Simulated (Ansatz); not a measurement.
Consider the ligand exchange at a Ge–F bond: `[CH3][GeH]([F])[CH]=O` + HCl → `[CH3][GeH]([Cl])[CH]=O` + H–F.

Calculated with Ansatz (gas phase, PBE0-D4/def2-TZVP geometries, no zero-point term in ΔE). CBS: MP2 limit from def2 TZ/QZ plus the TZ coupled-cluster correction, frozen cores. This one scheme is used for every species. DFT in def2-TZVPP. B3LYP here is the variant with VWN-RPA as its local correlation; programs differ in this. For Ge outer-core shells are correlated without core-valence functions, which leaves a few kJ/mol of doubt a bond. Scalar relativity is left out up to krypton. Each species was taken in one conformer, which may not be the lowest.

(1) Is it downhill or uphill in electronic energy at CCSD(T)/CBS, and by how much? (An estimate is asked.)

(2) What do these levels give: B2PLYP, PBE0, B3LYP, HF/def2-TZVPP, SCS-MP2/def2-TZVPP, CCSD/def2-TZVPP? (Estimate.)

Largest T1 diagnostic among the species: 0.013.

Answers

(1) Computed: Downhill: ΔE = -21.3 kJ/mol.

(2) Computed: B2PLYP -13.3, PBE0 -20.2, B3LYP -9.7, HF/def2-TZVPP -9.5, SCS-MP2/def2-TZVPP -16.7, CCSD/def2-TZVPP -15.9 kJ/mol.

From PBE to PBE0 (25 % exact exchange), in def2-TZVPP and without D4, ΔE moves by −3.7 kJ/mol. In def2-TZVPP, CCSD(T) changes the Hartree–Fock value by −8.0 kJ/mol (the triples alone add −1.7 kJ/mol) and MP2 by −14.2 kJ/mol. The D4 term adds −6.2 kJ/mol with B3LYP and −3.4 kJ/mol with PBE0; it sums over pairs of atoms, weighted by their polarisabilities, and B3LYP, whose exchange is more repulsive, gets the larger term.
